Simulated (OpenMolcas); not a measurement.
## Ionisation energies of magnesium

```json
{
 "Program": "OpenMolcas",
 "Basis": "ANO-R3 [6s4p4d2f]",
 "Scalar Hamiltonian": "X2C, finite nucleus",
 "Spin-orbit coupling": "state interaction with AMFI integrals over the reference wave functions, term energies averaged over their components"
}
```

Active shells in each charge state: the valence s, p shells, with orbitals averaged over the low states. Where CASPT2's correlated closed shells are named, they are those of the first ion.

A. CASSCF
B. SS-CASPT2, IPEA 0.25 Eh, imaginary shift 0.1 Eh (closed shells correlated: 2s 2p)
C. SS-CASPT2, IPEA 0.25 Eh, imaginary shift 0.1 Eh (closed shells correlated: 1s 2s 2p)
D. SS-CASPT2, IPEA 0 Eh, imaginary shift 0.1 Eh (closed shells correlated: 2s 2p)
E. SS-CASPT2, IPEA 0.25 Eh, imaginary shift 0.1 Eh (closed shells correlated: none)

Energies in eV between the lowest computed levels, named as in B; reference values from the NIST Atomic Spectra Database with their kind.

```tsv
From	To	A	B	C	D	E	Spin-orbit share in B	Reference
Mg 3s² ¹S₀	Mg+ 3s ²S_1/2	7.328	7.471	7.470	7.473	7.386	+0.000	7.646 (measured)
Mg+ 3s ²S_1/2	Mg2+ 2p⁶ ¹S₀	14.740	14.977	14.975	14.984	14.740	+0.000	15.035 (measured)
```

Error against the reference values, in %:

```
From  Reference     A     B     C     D     E
  Mg   measured  -4.2  -2.3  -2.3  -2.3  -3.4
 Mg+   measured  -2.0  -0.4  -0.4  -0.3  -2.0
```

Mean absolute error over the 2 measured values: A 0.31 eV, B 0.12 eV, C 0.12 eV, D 0.11 eV, E 0.28 eV.
